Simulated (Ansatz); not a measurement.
`[OH][In]([OH])[F]`. Charge 0, multiplicity 1. Correlated methods include outer-core shells of In, which these sets cover unevenly. In: def2 effective core potential.

Z-matrix (Å, degrees):
```
In
O 1 1.958
F 1 1.940 2 117.6
O 1 1.967 2 126.7 3 180.0
H 2 0.961 1 112.0 3 180.0
H 4 0.962 1 111.4 2 -180.0
```

Q: Give the diagnostics of a CCSD(T)/def2-TZVPP run (frozen core, Ansatz 0.2.0). (Best estimate.)

A: Computed: T1 = 0.0174, largest single amplitude 0.035, largest double 0.028, (T) share of the correlation energy 3.3 %, 11 CCSD cycles. The RHF solution is stable towards an unrestricted one. T1 lies under the customary mark of 0.02 for closed shells.
